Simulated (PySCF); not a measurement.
Exercise with solution: oscillator strength and radiative lifetime

B(H)(NHMe)(OH) (CH₆BNO), SMILES N(C)BO.

Geometry optimised at PBE0-D3(BJ)/def2-SVP. Other conformers were not sampled.

TDA-B3LYP/def2-SVPD (PySCF) puts the first singlet state with f over 0.02 at 7.81 eV (vertical), with the transition dipole (0.178, 1.063, 0.000) in atomic units.

Find the oscillator strength, the wavelength and the radiative lifetime that this transition would have in vacuum if emission retraced absorption.


|μ|² = 1.1617 au, so |μ| = 2.74 D. ΔE = 7.81/27.211 = 0.2870 hartree. f = (2/3) ΔE |μ|² = 0.222 (the program prints 0.222).
λ = 1239.84/7.81 = 159 nm; ν = 62992 cm⁻¹.
Einstein's coefficient A = 0.6670 ν² f s⁻¹ (ν in cm⁻¹) = 5.9e8 s⁻¹, so τ = 1/A = 1.7 ns. This state is S4; the lower singlets have f = 0.000, 0.009, 0.016. The figure is the radiative limit of this one transition; relaxation, internal conversion, crossing to triplets and a medium change what is measured.
